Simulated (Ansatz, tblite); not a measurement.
Cost and result up the ladder for BTBT, `c1ccc2c(c1)sc1c3ccccc3sc21` (24 atoms). The state is a singlet with charge 0. Geometry: PBE-D4/def2-SVP.

```xyz
24

C    -1.0419   -1.3347    4.1536
C     0.3573   -1.1488    4.0885
C     0.9680   -0.7305    2.9042
C     0.1761   -0.4913    1.7592
C    -1.2404   -0.6845    1.8415
C    -1.8504   -1.1048    3.0338
S    -2.0639   -0.3394    0.3201
C    -0.5379    0.0639   -0.4384
C    -0.1761    0.4918   -1.7591
C    -0.9680    0.7307   -2.9041
C    -0.3572    1.1483   -4.0887
C     1.0419    1.3343   -4.1537
C     1.8504    1.1047   -3.0339
C     1.2404    0.6848   -1.8414
S     2.0639    0.3400   -0.3200
C     0.5379   -0.0632    0.4387
H    -1.5062   -1.6644    5.0951
H     0.9726   -1.3357    4.9813
H     2.0578   -0.5854    2.8536
H    -2.9395   -1.2502    3.0860
H    -2.0578    0.5858   -2.8534
H    -0.9725    1.3346   -4.9816
H     1.5063    1.6639   -5.0952
H     2.9395    1.2498   -3.0861
```

Ansatz on 4 threads of Arm Neoverse V1 on a shared host; xTB runs through tblite on one thread. Times are rough, summed over both states, and most runs start from the orbitals of an earlier one. PBE0-D4/def2-SVP serves as the yardstick here, not as an exact answer. The other state is a doublet.

The xTB rows come from tblite.

Raw xTB energies of ions are shifted by several eV.

```csv
level,functions,wall time,vertical IE (eV),difference from PBE0-D4/def2-SVP (eV)
GFN2-xTB,82,0.04 s,12.14,4.69
GFN1-xTB,90,0.056 s,12.99,5.54
PBE-D4/def2-SVP,272,19 s,7.21,-0.24
PBE0-D4/def2-SVP,272,43 s,7.45,0.00
```
